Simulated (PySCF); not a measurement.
**Which determinant of LiSe⁺ lies lowest?**

Unrestricted PBE0; PySCF, no relativity, basis sets Li aug-pcseg-1, Se aug-pcseg-1. Outer shells of the fragments: Li+ closed shells only; Se 3d10 4s2 4p4.

Followed along the bond (rough minima from three points):

```csv
2Ms+1,unpaired,⟨S²⟩ at the start,R at minimum (Å),Te (eV)
3,π ↑↑,2.00,2.62,0.00
1,π ↑↓,1.01,2.62,0.42
3,"σ ↑, π ↑",2.00,2.88,0.77
1,"σ ↓, π ↑",1.01,2.89,1.17
```

Solutions found at the starting distance of 2.500 Å, counted from the lowest of them; the search is not exhaustive and high or unbound solutions are not listed, so other states can lie among these:

```tsv
2Ms+1	unpaired	term	E (eV)	⟨S²⟩	⟨Lz²⟩	μ (D)
3	π ↑↑	³Σ⁻	0.00	2.00	0.00	-8.41
1	π ↑↓	mixed	0.42	1.01	2.01	-8.41
3	σ ↑, π ↑	³Π	0.83	2.00	1.01	-8.63
1	σ ↓, π ↑	mixed	1.23	1.01	1.01	-8.62
1	none	mixed	1.68	0.00	2.00	-8.37
3	σ ↑↑, π ↑↓	mixed	7.40	3.01	2.01	-0.04
1	σ ↓↓, π ↑↑	mixed	7.44	2.01	0.00	0.26
3	σ ↑, π ↑	³Π	8.26	2.00	1.00	-0.08
1	σ ↓, π ↑	mixed	8.33	1.00	1.01	0.26
3	σ ↑, π ↑↑↓	mixed	8.34	3.01	3.01	-1.22
```

A term symbol is given only where ⟨S²⟩ and ⟨Lz²⟩ are close to those of a pure state; real π, δ and φ orbitals otherwise mix terms. A positive dipole points towards Se; it is taken about the centre of mass and depends on that origin.

Spin–orbit coupling is left out. Counting both spins, an empty level lies below a filled one in some of these solutions, because spin and occupation are held.
